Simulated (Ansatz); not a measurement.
A nudged elastic band was laid between two geometries of C4H10BF (16 atoms, charge 0, multiplicity 1).

All numbers below come from Ansatz, RKS PBE/def2-SVP.

* movable images: 7
* climbing image: yes
* spring: 5.0 eV/Å²
* optimiser: quadratic models (default)
* start path: IDPP
* force threshold: 0.05 eV/Å
* iteration limit: 60
* end points: relaxed

Initial state:

```xyz
16
Properties=species:S:1:pos:R:3
C -0.083 -1.076 1.621
B 0.385 -0.263 0.362
C 1.494 -0.811 -0.616
C -0.300 1.137 0.047
C -1.223 1.066 -1.175
F -1.053 1.624 1.137
H -1.066 -1.527 1.340
H 0.579 -1.909 1.927
H -0.315 -0.420 2.484
H 1.609 -0.271 -1.577
H 1.380 -1.897 -0.817
H 2.465 -0.723 -0.072
H 0.498 1.895 -0.158
H -0.663 0.776 -2.087
H -2.034 0.326 -1.016
H -1.696 2.052 -1.358
```

Final state:

```xyz
16
Properties=species:S:1:pos:R:3
C -0.085 -1.106 1.378
B 0.429 -0.391 0.070
C 1.958 -0.247 -0.248
C -0.636 0.199 -0.953
C -1.534 1.277 -0.340
F -0.027 0.737 -2.108
H -1.145 -1.432 1.369
H 0.558 -1.958 1.682
H 0.016 -0.359 2.202
H 2.199 0.684 -0.800
H 2.189 -1.070 -0.969
H 2.637 -0.382 0.617
H -1.285 -0.646 -1.298
H -2.114 0.875 0.515
H -0.933 2.136 0.023
H -2.250 1.660 -1.096
```

Q: Which bonds break or form, and what moves?

A: No bond is made or broken. The dihedral C3–B2–C4–F6 goes from -168 to 3°.

Q: What energy profile does the band end with?

A: The run converged. The highest image is number 4 of 0 to 8, 0.138 eV above the first end and 0.142 eV above the last; the last end lies 0.004 eV below the first. A vibrational analysis at the climbing image gives no mode beyond 40i cm⁻¹: the surface is too flat there to confirm a saddle point.

```csv
image,path coordinate (Å),energy (eV),dihedral C3–B2–C4–F6 (°)
0,0.00,0.000,-168
1,1.40,0.051,-153
2,2.80,0.109,-130
3,4.20,0.132,-101
4,5.59,0.138,-80
5,6.65,0.127,-58
6,7.72,0.073,-36
7,8.78,0.017,-16
8,9.84,-0.004,3
```

Q: What is the geometry of the highest image?

A: 
```xyz
16
Properties=species:S:1:pos:R:3:forces:R:3
C -0.288 -1.371 0.962 0.00 0.01 0.01
B 0.511 -0.263 0.185 -0.01 0.00 0.00
C 2.080 -0.247 0.118 0.00 -0.01 -0.01
C -0.268 0.967 -0.505 0.00 0.00 0.00
C -1.741 0.844 -0.837 0.00 0.00 0.00
F -0.115 1.924 0.555 0.00 0.00 0.00
H -1.195 -1.731 0.433 0.00 0.00 0.00
H 0.317 -2.238 1.294 0.00 0.00 0.00
H -0.671 -0.873 1.886 0.00 -0.01 0.00
H 2.519 0.760 -0.026 0.00 0.00 0.00
H 2.337 -0.831 -0.801 0.00 0.01 0.00
H 2.587 -0.764 0.957 0.00 0.00 0.00
H 0.283 1.380 -1.382 0.00 0.00 0.00
H -1.884 0.134 -1.678 0.00 0.00 0.00
H -2.325 0.467 0.027 0.00 0.00 0.00
H -2.169 1.821 -1.142 0.00 0.00 0.00
```

The run took 6.2 min on 2 threads of Arm Neoverse V2, on a shared host, peak memory 0.17 GiB.
